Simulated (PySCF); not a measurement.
NP. Atoms are numbered in the order given.

```xyz
2

N      0.0000     0.0000    -1.0136
P      0.0000     0.0000     0.4730
```

Geometry optimised at r2SCAN-D4/def2-TZVPD.

All values below come from PBE0/pcSseg-2 (PySCF).

GIAO shieldings, no solvent; atoms alike by connectivity are averaged. δ = σ(ref) − σ: ¹⁵N against NH3 (σ = 263.3 ppm); ³¹P against PH3 (σ = 579.7 ppm), references at their B3LYP-D3(BJ)/def2-TZVP geometries, non-relativistic.

```csv
nucleus,atoms,count,δ (ppm)
¹⁵N,N1,1,697.1
³¹P,P2,1,638.4
```
